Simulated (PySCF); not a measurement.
**Si4H10O**

The system: Si4H10O, a small molecule; neutral, singlet. The structure, one conformer, was relaxed in the gas phase by PBE0-D3(BJ)/def2-SVP. No frequency run checks that it is a minimum.

SMILES: O[Si]([SiH3])([SiH3])[SiH3]

```xyz
15

Si   -1.226   -1.345    1.231
Si   -0.183   -0.098   -0.473
Si   -0.285    2.174    0.136
Si    2.057   -0.761   -0.624
O    -0.892   -0.368   -1.978
H    -2.674   -0.977    1.342
H    -1.131   -2.813    0.961
H    -0.561   -1.048    2.539
H    -1.709    2.637    0.161
H     0.471    3.030   -0.830
H     0.296    2.355    1.503
H     2.699   -0.490    0.701
H     2.167   -2.222   -0.922
H     2.778    0.015   -1.680
H    -1.818   -0.116   -2.050
```
Atom numbers follow the order of the file, from 1.

Shieldings: GIAO PBE0/pcSseg-1. Shifts are against computed references at the same level: H TMS (σ 31.27 ppm), Si TMS (σ 352.0 ppm). Core levels by delta-SCF with SCAN, pcX-2 on the ionised atom and pcseg-1 elsewhere, spin-free X2C (2p3/2 is the spin-free 2p value less a third of a first-order spin-orbit splitting); from the vacuum level, for chosen atoms.

Problem. Give the shieldings and core levels atom by atom.

Solution. 
| atoms | bonded to | σ (ppm) | δ (ppm) | core level (eV) |
| --- | --- | --- | --- | --- |
| Si1 Si3 | 1 Si + 3 H | 456.7 | -104.8 | 2p3/2 106.35 |
| Si2 | 1 O + 3 Si | 352.9 | -1.0 | 2p3/2 106.55 |
| Si4 | 1 Si + 3 H | 454.4 | -102.4 | 2p3/2 106.39 |
| O5 | 1 Si + 1 H | 341.7 | - | 1s 538.25 |
| H6 H7 H8 | 1 Si | 27.67 | 3.59 | - |
| H9 H10 H11 | 1 Si | 27.67 | 3.60 | - |
| H12 H13 H14 | 1 Si | 27.54 | 3.73 | - |
| H15 | 1 O | 31.86 | -0.59 | - |

Values are those of this one static structure, with the three H of a rotating XH3 group averaged; atoms that internal rotation interchanges would show their mean in an NMR spectrum.

Problem. By CAM-B3LYP/def2-SVPD (TDDFT singlets, Tamm-Dancoff triplets, ionisation by delta-SCF), where does absorption start, and what does vertical ionisation take?

Solution. The lowest singlet lies at 5.39 eV (f 0.002), the strongest of the first 6 at 6.88 eV (f 0.160), the lowest triplet at 4.90 eV; vertical ionisation takes 9.32 eV.

The 3 runs behind this took 2.8 min in all, one thread each of Arm Neoverse V1 on a shared host, launched as `OMP_NUM_THREADS=1 python cluster_run.py task.json out`.
